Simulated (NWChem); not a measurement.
System: CH₄Al, doublet; SMILES [AlH][CH3]

Here is an NWChem input.

```
start job
memory heap 200 mb stack 900 mb global 1100 mb
geometry units angstroms noautosym nocenter noautoz
  Al    -0.025560     0.744655     0.420232
  C     -0.006354    -1.194724     0.073391
  H      0.234172    -1.375137    -0.989726
  H     -1.015852    -1.609223     0.245607
  H      0.708021    -1.761263     0.688604
  H     -1.049513     1.648696    -0.436764
end
basis spherical
  Al library cc-pvtz
  C library cc-pvtz
  H library cc-pvtz
end
dft
  odft
  mult 2
  xc pbe0
  iterations 150
end
property
  efieldgrad
end
task dft property
```

The geometry was optimised at PBE0/def2-SVP, spin-unrestricted. This spin state was assumed; another may lie lower. No stability test was run on the SCF state.

Vzz is the largest principal value of the second derivative of the potential at the nucleus (NWChem prints the opposite sign); η is the asymmetry. Non-relativistic.

Atoms are numbered as in the input.

**Question.** Predict the main results of this run. (PBE0/cc-pVTZ, spin-unrestricted.) Quantities: Vzz Al1 (a.u.); η Al1.

**Answer.** Vzz Al1 (a.u.): 1.258
η Al1: 0.58
